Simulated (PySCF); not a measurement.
C5H4F2O, SMILES O=C1C=C(F)C[C@H]1F. Atoms are numbered in the order given.

```xyz
12

O     -1.8299     1.3654     0.5472
C     -0.8647     0.7618     0.1578
C      0.5086     1.2652    -0.0748
C      1.2994     0.2054    -0.2946
F      2.5982     0.2450    -0.5293
C      0.6228    -1.1328    -0.2484
C     -0.8582    -0.7397    -0.2141
F     -1.5862    -1.4807     0.6766
H      0.8096     2.3112    -0.0239
H      0.8844    -1.6675     0.6793
H      0.9101    -1.7650    -1.1020
H     -1.3204    -0.8406    -1.2123
```

Geometry optimised at ωB97X-D3(BJ)/def2-SVP. The structure was generated by enumeration; whether it is a known compound was not checked. One conformer was computed; it need not be the lowest.

All values below come from PBE/pcSseg-1 in PySCF.

GIAO shieldings, no solvent; atoms listed in one row are averaged. δ = σ(ref) − σ: ¹⁷O against H2O (σ = 334.3 ppm); ¹³C against TMS (σ = 182.0 ppm); ¹⁹F against CFCl3 (σ = 133.6 ppm); ¹H against TMS (σ = 31.49 ppm), references at their B3LYP-D3(BJ)/def2-TZVP geometries, non-relativistic.

Task: Estimate the chemical shifts. (The exact figures need the calculation; the answer reports its results.)

Result: 
```
nucleus  atoms  count  δ (ppm)
-------  -----  -----  -------
¹⁷O         O1      1    627.2
¹³C         C2      1    199.3
¹³C         C4      1    198.9
¹³C         C3      1    116.3
¹³C         C7      1     97.2
¹³C         C6      1     41.3
¹⁹F         F5      1    -78.9
¹⁹F         F8      1   -240.5
¹H          H9      1     5.80
¹H         H12      1     5.35
¹H         H11      1     3.15
¹H         H10      1     3.06
```
